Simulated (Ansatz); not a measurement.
Start from `[F][Cd][Br]` and change one element to get `[F][Zn][Br]`.

Ansatz, PBE0-D4/def2-TZVP geometries, multiplicity 1. 

Elements past krypton have def2 core potentials. Scalar relativity is left out up to krypton.

| property | `[F][Cd][Br]` |
| --- | --- |
| size of the dipole moment (PBE/def2-TZVPP) / D | 0.87 |
| HOMO–LUMO gap (PBE0/def2-TZVPP) / eV | 6.33 |
| HOMO energy (PBE0/def2-TZVPP) / eV | -8.66 |
| size of the dipole moment (ωB97M-V/def2-TZVPP) / D | 0.79 |
| HOMO–LUMO gap (ωB97M-V/def2-TZVPP) / eV | 10.37 |
| LUMO energy (ωB97M-V/def2-TZVPP) / eV | -0.49 |

Question: What does the change do to each property? (Estimate.)

Answer: The calculation gave: 
```
                                          property  `[F][Zn][Br]`  shift
    size of the dipole moment (PBE/def2-TZVPP) / D           0.96   0.09
              HOMO–LUMO gap (PBE0/def2-TZVPP) / eV           7.03   0.70
                HOMO energy (PBE0/def2-TZVPP) / eV          -8.88  -0.22
size of the dipole moment (ωB97M-V/def2-TZVPP) / D           0.89   0.10
           HOMO–LUMO gap (ωB97M-V/def2-TZVPP) / eV          11.03   0.66
             LUMO energy (ωB97M-V/def2-TZVPP) / eV          -0.07   0.42
```

With PBE0 the HOMO falls by 0.22 eV and the LUMO rises by 0.48 eV, so the gap widens by about 0.70 eV. PBE moves the HOMO by -0.21 eV and ωB97M-V by -0.24 eV. Dipoles are sizes alone; their direction can turn.

Spin–orbit coupling is left out; it splits and shifts lone-pair levels of the heavy atoms by tenths of an eV.
